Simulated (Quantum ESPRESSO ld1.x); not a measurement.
C2+, 4 electrons, occupied as [He] 2s1.75 3d0.25 (fractional occupations, a model configuration). All-electron calculation, scalar-relativistic Kohn-Sham, LDA (Slater exchange, Perdew-Wang correlation), spin-polarised, spherical densities, point nucleus; open shells are filled with parallel spins first. Program: ld1.x of Quantum ESPRESSO 7.5.

Unscreened Slater integrals over Kohn-Sham orbitals (cm^-1). They are taken over the spin-up orbitals.

integral,value
"F0(3d,3d)",54736
"F2(3d,3d)",28008
"F4(3d,3d)",18050
"F0(3d,2s)",70378
"G2(3d,2s)",12269
"F0(3d,1s)",72145
"G2(3d,1s)",100.20
"F0(2s,2s)",147090
"F0(2s,1s)",206500
"G0(2s,1s)",17095
"F0(1s,1s)",761860

Derived for the open shells (J is the average intra-shell exchange parameter used in DFT+U). 3d: Racah B = F2/49 - 5 F4/441 = 366.9 cm^-1, C = 35 F4/441 = 1433 cm^-1, C/B = 3.90, F4/F2 = 0.644, J = (F2 + F4)/14 = 3290 cm^-1.
